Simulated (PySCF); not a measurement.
Species: C6H12O2.
SMILES with atom numbers: `[CH3:1][C@@H:2]1[CH2:3][O:4][CH2:5][C@H:6]([CH3:7])[O:8]1` (hydrogens: H9, H10, H11 on C1; H12 on C2; H13, H14 on C3; H15, H16 on C5; H17 on C6; H18, H19, H20 on C7)

Computed, not measured: TDDFT PBE0/def2-SVPD, vertical, gas phase, core orbitals frozen in the response (PySCF 2.14.0, density-fitted response routines). The structure is a single PBE0-D3(BJ)/def2-SVP conformer in the gas phase; no vibrational or solvent corrections.

```tsv
state	E (eV)	E (kJ/mol)	λ (nm)	f	symmetry	main configurations (H = HOMO, L = LUMO)
S1	6.65	642	186.3	0.0082	A′	H→L (96%)
S2	6.99	675	177.3	0.065	A′	H→L+2 (95%)
S3	7.05	680	175.9	0.016	A″	H→L+1 (98%)
S4	7.21	696	171.9	0.017	A′	H→L+3 (90%)
S5	7.96	768	155.7	0.0031	A′	H-1→L (73%), H→L+6 (17%)
S6	8.00	772	155.0	0.022	A″	H→L+4 (95%)
```

The lowest singlet lies at 6.65 eV (186 nm, vacuum ultraviolet) and is weak; its leading configuration is HOMO→LUMO (96%). The strongest level in the table is S2 at 6.99 eV (177 nm, f = 0.065). Löwdin shares by element: HOMO oxygen 53%, carbon 18% or more (atoms not listed hold the other 29%); LUMO carbon 33% or more (atoms not listed hold the other 67%). The listed states span 1.34 eV, and the widest gap between neighbours is 0.75 eV (S4 to S5). Of the 6 states listed, 4 reach f = 0.01 and none stays under 0.0005. Orbital energies (eV): HOMO-3 -9.56, HOMO-2 -8.63, HOMO-1 -8.21, HOMO -6.90, LUMO 0.81, LUMO+1 1.12, LUMO+2 1.24. Symmetry labels in Cs follow from the direction of the transition dipole and are given only for states with f of 0.002 or more. Only the lowest 6 singlets were computed, as vertical energies without vibronic structure.

The run took 74 s of wall time on one thread of an Arm Neoverse V2, no GPU (shared host).
